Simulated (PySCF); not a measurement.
Species: C₄H₈OSi.
SMILES with atom numbers: `[CH3:1][O:2][C@H:3]1[CH:4]=[C:5]1[SiH3:6]` (hydrogens: H7, H8, H9 on C1; H10 on C3; H11 on C4; H12, H13, H14 on Si6)

Computed, not measured: PBE0-D3(BJ)/def2-SVP geometry optimisation, gas phase (PySCF).

What internal coordinates does the optimisation give?

| bond | length (Å) |
| --- | --- |
| C1–O2 | 1.396 |
| O2–C3 | 1.387 |
| C3–C4 | 1.460 |
| C4=C5 | 1.313 |
| C5–Si6 | 1.848 |
| C3–C5 | 1.512 |
| C1–H7, C1–H8 | 1.108 |
| C1–H9 | 1.099 |
| C3–H10 | 1.105 |
| C4–H11 | 1.089 |
| Si6–H12, Si6–H13, Si6–H14 | 1.493 |

Bonds in one row agree within 0.01 Å and their mean is given. A selection of angles:
| angle | degrees |
| --- | --- |
| O2–C1–H7 | 112.1 |
| O2–C1–H9 | 108.0 |
| H7–C1–H8 | 107.8 |
| C1–O2–C3 | 113.1 |
| O2–C3–C4 | 118.5 |
| O2–C3–C5 | 120.0 |
| O2–C3–H10 | 112.4 |
| C4–C3–C5 | 52.4 |
| C4–C3–H10 | 121.6 |
| C5–C3–H10 | 119.6 |
| C3–C4–C5 | 65.8 |
| C3–C4–H11 | 146.2 |
| C5–C4–H11 | 147.9 |
| C4–C5–Si6 | 151.8 |
| C3–C5–C4 | 61.8 |
| C3–C5–Si6 | 146.3 |
| C5–Si6–H12 | 109.2 |
| C5–Si6–H14 | 111.0 |
| H12–Si6–H13 | 108.6 |

Dihedral angles: C1–O2–C3–C4 -148° (anticlinal); O2–C3–C4–C5 107° (anticlinal); C3–C4–C5–Si6 -176° (antiperiplanar); O2–C3–C5–C4 -105° (anticlinal).

The 3 C–C bonds span 1.313 Å (C4=C5, drawn double) to 1.512 Å (C3–C5, drawn single), a spread of 0.199 Å. Of the pairs four or more bonds apart, H7···H10 is among the closest relative to their van der Waals radii: 2.46 Å, 103 % of the sum of Bondi's values. The 3-membered ring C3–C4–C5 has internal angles of 52.4° to 65.8°. Si6 (SiH3 silicon) is tetrahedral (angles from 108.6° to 111.0°).

Point group: C1 (no symmetry element, even within 0.4 Å). No frequency check. The numbers are those of one conformer.
